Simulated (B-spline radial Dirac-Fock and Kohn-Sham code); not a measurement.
# What relativity does to the binding energies of Nd⁵⁶⁺

System: the Nd⁵⁶⁺ ion in the configuration [He] 2s2.

Both columns are ΔSCF binding energies of the configuration average from a radial finite-basis atomic code: non-relativistic Hartree-Fock with a point nucleus, and Dirac-Fock with a finite nucleus and the Coulomb interaction alone, averaged over the two j levels with weights 2j+1.

```
shell  Hartree-Fock (eV)  Dirac-Fock (eV)  shift (eV)  shift (%)
   1s            47326.5          49783.1    +2456.59      +5.19
   2s            11362.4          12100.0     +737.55      +6.49
```

Relativity binds 1s, 2s more strongly, among those listed most of all 2s in relative terms.

Values without a named source are computed, but for edge energies of neutral atoms, which are taken from tables.
